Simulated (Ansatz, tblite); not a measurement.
Removing an electron: Sn17AsH28⁻. The state is a singlet with charge -1. Geometry: PBE-D4/def2-SVP. Ansatz, gas phase; energy differences of separate SCF runs; the oxidised species was run as a doublet alone.

```xyz
46

Sn    2.497   -1.346    3.664
Sn   -0.633   -4.343    2.373
Sn    1.441    3.110    1.886
As   -0.356    0.017    1.274
Sn   -0.229    5.161   -1.438
Sn    1.700    3.041   -0.918
Sn   -3.716    2.054   -0.556
Sn    2.799   -2.373   -0.810
Sn   -0.769   -0.736   -2.908
Sn   -4.014   -2.505    0.004
Sn    2.966    1.436    3.571
Sn    1.029   -2.262    1.417
Sn   -2.680   -4.927    0.532
Sn    3.892    0.298   -0.464
Sn   -2.246   -0.368   -0.543
Sn   -2.688    4.040   -2.278
Sn    1.020    1.437   -3.136
Sn    0.845   -3.043   -2.754
H     4.036   -2.131    3.899
H     1.620   -1.620    5.155
H    -1.424   -3.888    3.861
H     0.253   -5.800    2.750
H    -0.237    3.196    2.336
H     2.045    4.739    2.189
H    -1.278   -0.297    2.472
H    -0.710    6.185   -0.101
H     0.134    6.309   -2.714
H     3.190    3.858   -1.328
H    -3.812    2.622    1.091
H    -5.365    1.662   -0.986
H     3.592   -3.918   -0.501
H    -1.842   -0.652   -4.285
H    -4.958   -2.101    1.414
H    -5.175   -2.681   -1.287
H     2.687    2.108    5.168
H     4.634    1.789    3.230
H    -3.803   -6.136    1.109
H    -2.018   -5.553   -0.947
H     4.531   -0.354    1.094
H     5.376   -0.099   -1.385
H    -2.551    3.235   -3.818
H    -3.988    5.189   -2.499
H     0.422    2.572   -4.330
H     2.533    0.839   -3.766
H    -0.189   -4.398   -2.371
H     1.439   -3.368   -4.366
```

In the def2 sets Sn takes a core potential; there is no spin–orbit coupling. The xTB rows come from tblite. Single mean-field runs in def2-SVP are fitted with def2-universal-jkfit.

```csv
level,−HOMO (eV),vertical IE (eV),−LUMO (eV),HOMO–LUMO gap (eV)
GFN1-xTB,7.69,9.02,6.09,1.59
GFN2-xTB,8.17,9.42,7.03,1.14
PBE-D4/def2-SVP,2.37,3.97,0.38,1.99
r2SCAN-D4/def2-SVP,2.54,4.02,0.28,2.27
PBE0-D4/def2-SVP,3.10,4.13,-0.25,3.35
```

 Raw xTB energy differences between charge states are shifted by several eV; the methods need an empirical correction for them.
